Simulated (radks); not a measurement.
The numbers below are computed, except where a source is named.
Species: I2+. Configuration: [Kr] 4d10 5s2 5p3.

Code: a radial shooting solver on a logarithmic mesh with Libxc functionals. Model: non-relativistic Kohn-Sham, LB94 model potential, spin-polarised, spherical densities, point nucleus; open shells are filled with parallel spins first (spin-orbit coupling, left out, can overturn this in heavy ions); relativity is left out, which matters for an element this heavy.

Energy parts (hartree):
kinetic: 6936.14961
electron-nucleus: -16413.69979
Hartree: 2734.32742
(The LB94 potential has no energy functional, so no total or exchange-correlation energy is given.)

Orbitals (lengths in bohr, moments of r in powers of bohr; r(max) is where P^2 peaks):
[
 {"orbital": "1s down", "occ.": "1", "eigenvalue (hartree)": "-1168.956", "<r>": "0.02865", "r(max)": "0.01899"},
 {"orbital": "1s up", "occ.": "1", "eigenvalue (hartree)": "-1168.955", "<r>": "0.02865", "r(max)": "0.01899"},
 {"orbital": "2s up", "occ.": "1", "eigenvalue (hartree)": "-177.4470", "<r>": "0.1232", "r(max)": "0.1048"},
 {"orbital": "2s down", "occ.": "1", "eigenvalue (hartree)": "-177.4442", "<r>": "0.1232", "r(max)": "0.1048"},
 {"orbital": "2p up", "occ.": "3", "eigenvalue (hartree)": "-167.0042", "<r>": "0.1049", "r(max)": "0.08190"},
 {"orbital": "2p down", "occ.": "3", "eigenvalue (hartree)": "-166.9998", "<r>": "0.1049", "r(max)": "0.08190"},
 {"orbital": "3s up", "occ.": "1", "eigenvalue (hartree)": "-36.81236", "<r>": "0.3274", "r(max)": "0.2990"},
 {"orbital": "3s down", "occ.": "1", "eigenvalue (hartree)": "-36.80990", "<r>": "0.3275", "r(max)": "0.2991"},
 {"orbital": "3p up", "occ.": "3", "eigenvalue (hartree)": "-32.36910", "<r>": "0.3177", "r(max)": "0.2855"},
 {"orbital": "3p down", "occ.": "3", "eigenvalue (hartree)": "-32.36626", "<r>": "0.3177", "r(max)": "0.2855"},
 {"orbital": "3d up", "occ.": "5", "eigenvalue (hartree)": "-24.08541", "<r>": "0.2880", "r(max)": "0.2320"},
 {"orbital": "3d down", "occ.": "5", "eigenvalue (hartree)": "-24.08282", "<r>": "0.2880", "r(max)": "0.2320"},
 {"orbital": "4s up", "occ.": "1", "eigenvalue (hartree)": "-7.16642", "<r>": "0.7703", "r(max)": "0.7075"},
 {"orbital": "4s down", "occ.": "1", "eigenvalue (hartree)": "-7.15968", "<r>": "0.7717", "r(max)": "0.7077"},
 {"orbital": "4p up", "occ.": "3", "eigenvalue (hartree)": "-5.62198", "<r>": "0.8044", "r(max)": "0.7269"},
 {"orbital": "4p down", "occ.": "3", "eigenvalue (hartree)": "-5.61845", "<r>": "0.8065", "r(max)": "0.7273"},
 {"orbital": "4d down", "occ.": "5", "eigenvalue (hartree)": "-2.98913", "<r>": "0.9115", "r(max)": "0.7776"},
 {"orbital": "4d up", "occ.": "5", "eigenvalue (hartree)": "-2.98348", "<r>": "0.9072", "r(max)": "0.7759"},
 {"orbital": "5s down", "occ.": "1", "eigenvalue (hartree)": "-1.49834", "<r>": "1.889", "r(max)": "1.691"},
 {"orbital": "5s up", "occ.": "1", "eigenvalue (hartree)": "-1.48457", "<r>": "1.925", "r(max)": "1.714"},
 {"orbital": "5p up", "occ.": "3", "eigenvalue (hartree)": "-1.11320", "<r>": "2.211", "r(max)": "1.939"},
 {"orbital": "5p down", "occ.": "0", "eigenvalue (hartree)": "-1.11204", "<r>": "2.162", "r(max)": "1.895"}
]

The highest occupied level is 5p up at -30.292 eV. Spin moment in Bohr magnetons: 3. Summed over all electrons, <r^2> = 42.20 bohr^2, which gives a Langevin (diamagnetic) susceptibility term of -33.4 x 10^-6 cm^3/mol. For comparison, the ionisation energy in NIST's Atomic Spectra Database is 29.57 eV (measured). In exact Kohn-Sham theory the highest level is minus the ionisation energy, but local and semilocal functionals leave it too shallow, through self-interaction and a potential that decays too fast; potentials with the right tail come closer. The spin density at the nucleus is -1.210 e/bohr^3 (1s -0.166, 2s 0.186, 3s 0.239, 4s 0.551, 5s -2.021).
